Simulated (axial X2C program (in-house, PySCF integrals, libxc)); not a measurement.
## TeCl: from Re and ωe to a spectrum

A bond curve at the PBE0 level, with spin–orbit coupling, was computed with an axial X2C code built on PySCF integrals (basis Te dyall-cv3z [11s12p8d4f1g], Cl dyall-av3z [9s8p3d2f] (cores contracted in-house)) for the state Ω = 3/2 (⟨Sz⟩ = 0.51, ⟨Lz⟩ = 0.99 at PBE0). Its fit gives Re = 2.3278 Å, ωe = 382.6 cm⁻¹, ωexe = 1.26 cm⁻¹ and αe = 4.859e-04 cm⁻¹; the masses are 129.9062 and 34.9689 u. Two-component means X2C with spin–orbit coupling and atomic mean-field Coulomb and Gaunt terms.

Task: Find the reduced mass, Be and the force constant.

Result: From the PBE0 values: μ = 27.5522 u. Be = 16.8576/(μ Re²) = 0.1129 cm⁻¹. k = 5.8918×10⁻⁷ μ ωe² = 2.38 mdyn/Å.

Task: A Morse curve ties αe to the other constants (Pekeris). How well does that hold?

Result: αe(Morse) = 6Be²/ωe × (√(ωexe/Be) − 1) = 4.680e-04 cm⁻¹; the PBE0 curve gives 4.859e-04 cm⁻¹, a ratio of 0.96.

Task: Where do the fundamental and the first overtone lie?

Result: ν(1←0) = ωe − 2ωexe = 380.1 cm⁻¹; ν(2←0) = 2ωe − 6ωexe = 757.6 cm⁻¹.

Task: Estimate De from a Morse curve and compare with the computed well depth of 2.773 eV to Te + Cl.

Result: De(Morse) = ωe²/(4ωexe) = 3.601 eV against 2.773 eV computed, a ratio of 1.30. The extrapolation overshoots: the well softens faster than a Morse curve, or the lowest atomic limit lies below the one to which the curve heads.

Task: Estimate the centrifugal constant by the Kratzer relation.

Result: D = 4Be³/ωe² = 3.93e-08 cm⁻¹.

The state is a single determinant with fixed occupations, the lowest that a limited PBE0 search found. De is counted from the lowest determinant-based energies of the atoms at the same level, without counterpoise correction. Density functionals use the spin component along the axis (collinear). A 2c atom that is not at its ground J level misses part of its spin–orbit lowering, and De is too large by that part (0.04 eV or less for light atoms). This holds for PBE0. Without a current term, density functionals place determinants with orbital angular momentum somewhat too high.
